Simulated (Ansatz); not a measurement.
C$_{4}$H$_{10}$Zn, SMILES `CC[CH2][Zn][CH3]`. Charge 0, multiplicity 1. All single points use the PBE0-D4/def2-TZVP geometry. It is one conformer, not always the lowest.

```xyz
15

C    -1.916   -0.475    0.454
C    -0.722   -1.305    0.892
C     0.434   -1.269   -0.105
Zn    1.134    0.516   -0.506
C     1.845    2.282   -0.903
H    -2.748   -0.550    1.159
H    -1.654    0.586    0.368
H    -2.280   -0.799   -0.526
H    -1.053   -2.341    1.048
H    -0.383   -0.955    1.874
H     0.113   -1.719   -1.054
H     1.263   -1.891    0.251
H     1.976    2.869    0.010
H     2.818    2.215   -1.398
H     1.172    2.837   -1.563
```

(1) What is the dipole moment at ωB97M-V/def2-TZVPP? (Best estimate.)

(2) And with PBE, r2SCAN, B3LYP? (An estimate is asked.)

(3) Give the Mulliken charges with ωB97M-V, r2SCAN, PBE in def2-TZVPP. (Best estimate.)

## Answers

(1) Computed: 0.24 D, with components (0.03, -0.24, 0.03) D in this frame, pointing from negative to positive charge.

(2) Ansatz gave: PBE 0.24 D, r2SCAN 0.24 D, B3LYP 0.25 D.

(3) Computed: 
| atom | ωB97M-V | r2SCAN | PBE |
| --- | --- | --- | --- |
| C1 | -0.31 | -0.14 | -0.25 |
| C2 | -0.18 | -0.01 | -0.11 |
| C3 | -0.35 | -0.19 | -0.19 |
| Zn4 | 0.37 | 0.30 | 0.22 |
| C5 | -0.54 | -0.38 | -0.43 |
| H6 | 0.10 | 0.04 | 0.08 |
| H7 | 0.08 | 0.02 | 0.06 |
| H8 | 0.10 | 0.04 | 0.08 |
| H9 | 0.09 | 0.01 | 0.06 |
| H10 | 0.09 | 0.01 | 0.06 |
| H11 | 0.10 | 0.04 | 0.07 |
| H12 | 0.11 | 0.05 | 0.08 |
| H13 | 0.11 | 0.07 | 0.10 |
| H14 | 0.11 | 0.06 | 0.09 |
| H15 | 0.11 | 0.07 | 0.10 |

B3LYP here is the variant with VWN-RPA as its local correlation; programs differ in this.
